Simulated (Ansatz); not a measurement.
Geometry optimisation, Ansatz, UKS PBE-D4/def2-SVP.

Input file:

```yaml
crystal:
  periodic: [false, false, false]
  atoms:
    - { symbol: W, position_ang: [0.005737, 0.186354, -0.306946] }
    - { symbol: F, position_ang: [0.179723, -0.325643, 2.692652] }
    - { symbol: H, position_ang: [1.459751, -0.654687, 0.001687] }
    - { symbol: F, position_ang: [-0.260783, 1.766416, 0.627476] }
    - { symbol: H, position_ang: [-1.340567, -0.633545, -0.930595] }
    - { symbol: H, position_ang: [-0.361803, -1.3203, 0.379558] }
    - { symbol: H, position_ang: [0.002282, 0.384972, -2.004021] }
    - { symbol: F, position_ang: [0.315661, 0.726433, 3.460188] }
magnetization:
  spin_polarized: true
  initial_magnetization: 1
basis:
  gaussian: { orbitals: def2-SVP }
hamiltonian:
  xc: pbe
  dispersion: d4
relax:
  f_tol: 0.03
  max_steps: 50
output:
  orbitals: {}
```

Run as:

```bash
$ ansatz run input.yaml --threads 4 --pin off --max-ram 5120MiB --backend cpu --events-out ev --progress --plain --runs-dir out
```

Problem. Where does it end, and by what steps?

Solution. It converged. After 22 steps the energy has fallen by 8.095 eV; F2 moved furthest, 2.04 Å. Parted: F2–F8 (1.31 → 2.87 Å). Joined: W1–F2 (3.05 → 1.91 Å), W1–F8 (3.82 → 1.86 Å), H5–H7 (2.00 → 0.85 Å).

```
step  energy less start (eV)  largest force component (eV/Å)  accepted
   0                  0.0000                           3.974       yes
   1                 -0.2546                           1.590       yes
   2                 -0.4877                           1.626       yes
   3                 -0.9175                           2.521       yes
   4                 -1.7311                           3.019       yes
   5                 -2.6852                           1.758       yes
   6                 -3.1371                           1.273       yes
   7                 -3.3237                           0.537       yes
   8                 -3.4757                           0.695       yes
   9                 -3.6949                           1.392       yes
  10                 -4.0922                           2.968       yes
  11                 -5.0236                           5.808       yes
  12                 -6.4876                           4.183       yes
  13                 -6.8236                           6.091       yes
  14                 -7.5998                           0.861       yes
  15                 -7.8035                           0.882       yes
  16                 -7.9305                           0.659       yes
  17                 -7.9854                           0.512       yes
  18                 -8.0357                           0.627       yes
  19                 -8.0732                           0.299       yes
  20                 -8.0944                           0.069       yes
  21                 -8.0944                           0.137        no
  22                 -8.0950                           0.009       yes
```

```xyz
8
Properties=species:S:1:pos:R:3
W 0.046 0.193 0.977
F 0.910 -1.496 1.185
H 1.300 0.549 -0.125
F -0.866 1.680 0.199
H -0.499 -0.632 -0.706
H -1.346 -0.712 0.583
H 0.251 -0.275 -0.907
F 0.204 0.824 2.715
```

The run took 41 s on 4 threads of Arm Neoverse V2, on a shared host, peak memory 0.21 GiB.
